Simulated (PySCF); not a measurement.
PBE on Cu- (copper, charge -1), [Ar] 3d10 4s2, closed-shell 1S. Computed with PySCF 2.14 in aug-cc-pVQZ-PP with ECP10MDF (7s7p6d4f3g2h, 135 functions), with a scalar-relativistic core potential.

```
cycle= 1 E= -197.215113758731  delta_E= 0.0951  |g|= 0.888  |ddm|= 0.812
cycle= 2 E= -196.271714244636  delta_E= 0.943  |g|= 2.66  |ddm|= 1.12
cycle= 3 E= -197.320617096384  delta_E= -1.05  |g|= 0.41  |ddm|= 0.723
cycle= 4 E= -197.353601504504  delta_E= -0.033  |g|= 0.122  |ddm|= 0.492
cycle= 5 E= -197.357882260463  delta_E= -0.00428  |g|= 0.0297  |ddm|= 0.283
cycle= 6 E= -197.358321922576  delta_E= -0.00044  |g|= 0.000342  |ddm|= 0.078
cycle= 7 E= -197.358322094566  delta_E= -1.72e-07  |g|= 6.61e-05  |ddm|= 0.00231
cycle= 8 E= -197.358322096165  delta_E= -1.6e-09  |g|= 1.59e-05  |ddm|= 0.000289
cycle= 9 E= -197.358322096231  delta_E= -6.65e-11  |g|= 2.2e-07  |ddm|= 1.88e-05
converged SCF energy = -197.358322096231  <S^2> = -3.1974423e-14  2S+1 = 1
```

Highest occupied orbital energy: 1.268 eV; ⟨L²⟩ = 0.00; populations by l: s 4.00, p 6.00, d 10.00, f 0.00.

**Question.** Can this result be used?

**Answer.** With care. Self-consistency was reached. Energies and moments cover only the electrons outside the core potential. At PBE the highest occupied level has a positive energy, so only the finite basis holds that electron; in a semilocal or global hybrid functional this comes from self-interaction and does not mean that the real anion is unbound.
